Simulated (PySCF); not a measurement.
C5H11N2 (doublet state).
Z-matrix (Å and degrees, GFN2-xTB geometry), rows numbered from 1:
```
C 
N   1  1.2936
C   2  1.2952  1  129.81
C   3  1.5003  2  120.22  1   164.72
N   4  1.4524  3  114.21  2    -7.69
C   4  1.5443  3  110.46  2   117.15
C   6  1.5238  4  113.08  3   -61.80
H   1  1.0859  2  123.52  3   -18.50
H   1  1.0761  2  117.81  3   165.48
H   3  1.0916  2  122.31  1   -19.99
H   4  1.1013  3  107.89  2  -126.69
H   5  1.0151  4  108.86  3    54.08
H   5  1.0146  4  109.63  3   -62.06
H   6  1.0905  4  107.81  3   176.95
H   6  1.0920  4  108.29  3    59.83
H   7  1.0866  6  110.65  4   -66.08
H   7  1.0878  6  110.00  4   174.42
H   7  1.0882  6  110.70  4    54.44
```

The hyperfine couplings belong to this conformer and change with its torsions.

The species is `[C@H](N)(CC)/C=N/[CH2]` [radical].

Method: UKS B3LYP, pcH-1 on C H N, non-relativistic, mean-field spin-orbit, GIAO (PySCF 2.14.0). Geometry: GFN2-xTB, one conformer, isolated molecule. Couplings are sensitive to structure, and on GFN2-xTB geometries they can be far from those on DFT ones. The frame is twisted about the N2–C3 bond at this geometry (dihedral C1–N2–C3–H10 = -20°); couplings at other torsion angles weren't computed. Stability of the SCF solution: not tested.

(1) What is the g tensor, term by term?

(2) What are the electron Larmor frequencies g μB B/h along the three axes at 1200 mT?

(3) Average each term over the three axes. Which is largest in size?

(4) In a frozen sample, at which fields do the three g values resonate at 9.5, 34, 94 and 263 GHz (hyperfine left aside), and which band first spreads them over more than twice a line width of 0.5 mT?

Results:

(1) 
| Δg (ppm) | 1 | 2 | 3 |
| --- | --- | --- | --- |
| relativistic mass correction | -146 | -146 | -146 |
| gauge correction | 45 | 24 | 5 |
| orbital Zeeman/spin–orbit | -126 | 175 | 325 |
| total | -227 | 53 | 184 |

So g = 2.00209, 2.00237, 2.00250 and g_iso = 2.00232; the tensor is rhombic: the two nearest values differ by 32 % of g3 − g1. Axes: g1 points within 12° of the C1–N2 bond and g2 points within 9° of the C3–H10 bond.

(2) 33.6261, 33.6308, 33.6330 GHz for g1, g2 and g3, a range of 6.9 MHz.

(3) The mass correction -146, the orbital-Zeeman/spin–orbit term 124 and the gauge correction 25 ppm, for a total of 3 ppm. The mass correction is the largest in size. The mass correction is the same along every axis, so the anisotropy comes from the other two: their spans along these axes are 40 (gauge) and 450 ppm (orbital Zeeman/spin–orbit).

(4) 
| band | GHz | B(g3) mT | B(g2) mT | B(g1) mT | spread mT |
| --- | --- | --- | --- | --- | --- |
| X | 9.5 | 338.95 | 338.97 | 339.02 | 0.07 |
| Q | 34.0 | 1213.09 | 1213.17 | 1213.34 | 0.25 |
| W | 94.0 | 3353.85 | 3354.06 | 3354.53 | 0.69 |
| J | 263.0 | 9383.63 | 9384.25 | 9385.56 | 1.92 |

The spread grows in proportion to the frequency. J band is the first where it exceeds 1.0 mT.

The Mulliken spin populations are largest on C1 (+0.62), C3 (+0.54) and N2 (-0.11). The positive populations add up to 1.21 and the negative ones to -0.21, together 2S = 1. The angles at C1 add up to 359.9°, so it is planar; its axial dipolar tensor and the negative couplings of its protons fit spin in a p orbital normal to that plane.

The HOMO–LUMO gaps are 5.18 eV among the α and 4.21 eV among the β orbitals.
